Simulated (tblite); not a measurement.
Compound: C7H10F (doublet state).
Geometry (GFN2-xTB, Å), atoms numbered from 1 in this order:
```xyz
18
C7H10F angstrom
C     -1.9788    0.9272   -0.1955
C     -0.8297   -0.0292   -0.1026
C      0.2640   -0.1494   -1.1584
C      1.3296   -0.3825   -0.0379
C      2.3642    0.6392    0.0287
F      3.6437    0.2652    0.2364
C      0.1855   -0.2446    0.9926
C     -0.8522   -1.2887    0.7067
H     -2.6716    0.6149   -0.9764
H     -1.6246    1.9298   -0.4317
H     -2.5179    0.9647    0.7485
H      0.1525   -0.9684   -1.8675
H      0.4389    0.7779   -1.6992
H      1.7975   -1.3696   -0.0502
H      2.1991    1.6944    0.1475
H      0.2961    0.2316    1.9522
H     -0.5595   -2.2284    0.2606
H     -1.6455   -1.3778    1.4345
```

Level: GFN2-xTB in tblite, geometry and Hessian alike; calculated harmonic values, unscaled, isolated species. The method is semi-empirical: single wavenumbers can be off by several per cent or more. One conformer, not necessarily the lowest. Open shells enter through the occupations alone, without spin polarisation, and single modes of such species can be off by tens of per cent.

Harmonic wavenumbers (cm⁻¹): 31.4, 97.0, 149.9, 243.6, 290.9, 307.1, 358.8, 382.6, 400.0, 443.9, 647.2, 792.7, 856.4, 889.5, 895.3, 936.5, 966.2, 976.9, 1005.4, 1031.6, 1037.3, 1060.0, 1087.9, 1122.7, 1142.9, 1161.6, 1189.3, 1194.8, 1205.0, 1221.8, 1292.8, 1358.5, 1399.3, 1420.2, 1460.4, 1484.4, 1488.5, 1498.1, 2959.4, 2989.9, 3007.9, 3016.7, 3020.5, 3036.2, 3070.1, 3087.3, 3098.1, 3127.1.

A = 4783, B = 1181, C = 1103 MHz; mass 113.077 u (most abundant isotopes); point group C1, symmetry number 1; spin multiplicity 2.

Question: Zero-point energy?

Answer: ½Σν̃ = 32471 cm⁻¹ = 388.44 kJ/mol.

Question: Give the ideal-gas entropy at 400 K and 1 bar in the rigid-rotor, harmonic-oscillator model (classical rotation).

Answer: Translation 173.93, rotation 122.22, vibration 132.05, spin (R ln 2) 5.76: S = 434.0 J/(mol K).

Question: And Cp and H(400 K) − H(0)?

Answer: Cp = 181.06 J/(mol K), of which vibrations give 147.80 (their classical limit is 48 R = 399.1); H(400 K) − H(0) = 41.26 kJ/mol without the zero-point energy, 27.95 from vibrations.

Question: What must be added to the electronic energy to get the Gibbs energy at 400 K and 1 bar?

Answer: ZPE + [H(400 K) − H(0)] − T·S = 388.44 + 41.26 − 173.59 = 256.11 kJ/mol.

Question: Blend soft modes into free rotors: weight 1/[1 + (100 cm⁻¹/ν̃)⁴] for the oscillator and the rest for a rotor with moment μB/(μ + B), μ = h/(8π²ν), B = 10⁻⁴⁴ kg m². What vibrational entropy results?

Answer: 121.33 J/(mol K) in place of 132.05, which changes −T·S at 400 K by +4.29 kJ/mol.

Question: How do the functions run with temperature in this model?

Answer: 
```csv
T (K),S (J/(mol K)),Cp (J/(mol K)),H − H(0) (kJ/mol),G − H(0) (kJ/mol),ln q(vib)
150,313.6,83.5,8.59,-38.44,2.44
250,364.4,119.6,18.70,-72.41,4.40
298.15,387.1,139.2,24.92,-90.50,5.37
600,520.6,246.5,84.44,-227.93,11.76
900,633.2,307.7,168.37,-401.53,18.10
```

q(vib) and H(0) count from the zero-point level.

Question: Which modes carry the vibrational entropy at 400 K?

Answer: 31.4 cm⁻¹: 26.45; 97.0 cm⁻¹: 17.11; 149.9 cm⁻¹: 13.55; 243.6 cm⁻¹: 9.67; 290.9 cm⁻¹: 8.31; 307.1 cm⁻¹: 7.90 J/(mol K); the other 42 give 49.06 together.

Hindered rotation and anharmonicity are outside this model. Other conformers, if any are populated, would add a mixing term that is left out. The structure is chiral; the term R ln 2 for an equal mix with its mirror image is left out.
